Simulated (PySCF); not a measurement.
Isomers of C5H10Se. Computed with TDDFT CAM-B3LYP/def2-SVPD, vertical, gas phase, core orbitals frozen in the response (PySCF 2.14.0, density-fitted response routines). Geometries: PBE0-D3(BJ)/def2-SVP; one conformer of each isolated species. Triplets are in the Tamm–Dancoff approximation. 'Strongest' means the level of largest summed f among the lowest 10 singlets; it needn't be the same kind of state in each. Relativistic effects are left out although some hold elements past zinc.

Question: Rank by computed HOMO–LUMO gap, lowest first.
A. `CC/C=C/[Se]C`
B. `C=C[Se]CCC`
C. `C(C(C)(C)C)=[Se]`
D. `[SeH]CC1CCC1`
E. `C1C([Se]CC)C1`

Answer: C (6.20 eV), A (7.92 eV), B (8.05 eV), E (8.35 eV), D (8.57 eV).

| SMILES | gap (eV) | strongest (eV) | T1 (eV) | S1 (eV) | f (strongest) | first f ≥ 0.01 (nm) | S1 mainly |
| --- | --- | --- | --- | --- | --- | --- | --- |
| CC(C)(C)C=[Se] | 6.20 | 5.31 | 1.66 | 2.10 | 0.28 | 234 | H→L (99%) |
| CC/C=C/[Se]C | 7.92 | 5.57 | 3.84 | 4.68 | 0.27 | 223 | H→L (80%) |
| C=C[Se]CCC | 8.05 | 5.34 | 3.73 | 4.67 | 0.15 | 265 | H→L (74%) |
| CC[Se]C1CC1 | 8.35 | 7.32 | 4.41 | 4.84 | 0.07 | 214 | H→L (75%) |
| [SeH]CC1CCC1 | 8.57 | 7.98 | 4.43 | 4.86 | 0.19 | 223 | H→L (82%) |

H and L stand for HOMO and LUMO.
